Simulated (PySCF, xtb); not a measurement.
Si(F)(Me)2(SH) (C2H7FSSi), SMILES S[Si](F)(C)C. One conformer was computed; it need not be the lowest.

Harmonic wavenumbers (cm⁻¹) from GFN2-xTB run with xtb at its own minimum, in rising order: 84, 93, 96, 144, 146, 183, 209, 221, 468, 683, 715, 766, 789, 800, 835, 855, 874, 1376, 1378, 1468, 1470, 1472, 1474, 2461, 3034, 3038, 3044, 3046, 3047, 3049.

### Question
What does PBE-D3(BJ)/def2-SVP run with PySCF give at its own minimum? (An estimate is asked for; the answer gives what the named calculation found.)

### Answer
16, 141, 153, 173, 175, 214, 239, 264, 465, 636, 668, 703, 712, 766, 781, 824, 901, 1218, 1222, 1371, 1371, 1379, 1385, 2613, 2975, 2976, 3071, 3073, 3088, 3088. Paired by order, the mean absolute difference is 61 cm⁻¹ and the zero-point energies are 53.4 and 52.4 kcal/mol.
